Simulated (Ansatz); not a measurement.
Ideal-gas functions of AlBr₂H₂N, SMILES `[NH2][Al]([Br])[Br]` at 600 K and 1 bar, from an Ansatz frequency run at PBE0-D4/def2-TZVP.

Molar mass 202.81 g/mol, point group C2v (symmetry number 2), electronic degeneracy 1, moments of inertia 142.727, 605.171, 747.898 u Å². Harmonic wavenumbers (cm⁻¹, unscaled): 100, 151, 200, 312, 373, 391, 480, 693, 865, 1558, 3614, 3709.

Use S(trans) = R[1.5 ln M + 2.5 ln T − 1.1517]; rotational temperatures θ = 24.2544 K / I; S(rot) = R[ln(√π/σ · √(T³/θAθBθC)) + 1.5]; for each mode x = 1.438777 ν̃/T, S = R[x/(eˣ − 1) − ln(1 − e⁻ˣ)] and H = RT x/(eˣ − 1); 1 cm⁻¹ = 0.0119627 kJ/mol; R = 8.31446 J/(mol·K).

Question: By hand: the entropy, in J/(mol·K).

Answer: Translation 189.6. Rotation: θ = 0.1699, 0.0401, 0.0324 K, giving 126.2. Vibration, mode by mode: 20.21, 16.81, 14.50, 10.92, 9.51, 9.15, 7.59, 4.99, 3.59, 0.96, 0.01, 0.01, in all 98.3. Electronic 0.0. Sum 414.1 J/(mol·K).

Question: By hand: H − E and G − E in kJ/mol, counted from the electronic energy.

Answer: Zero-point energy ½ × 12446 × 0.0119627 = 74.4; thermal vibration 28.4; translation, rotation and pV give 4 RT = 20.0. H − E = 122.8 kJ/mol, and G − E = 122.8 − 600 × 414.1/1000 = -125.7 kJ/mol.

Vibration gives 24 % of the entropy, 20.2 J/(mol·K) of it from the mode under 150 cm⁻¹: soft modes count most, and the harmonic formula is weakest for them. The sum counts one conformer and one mirror image; others add a mixing term.
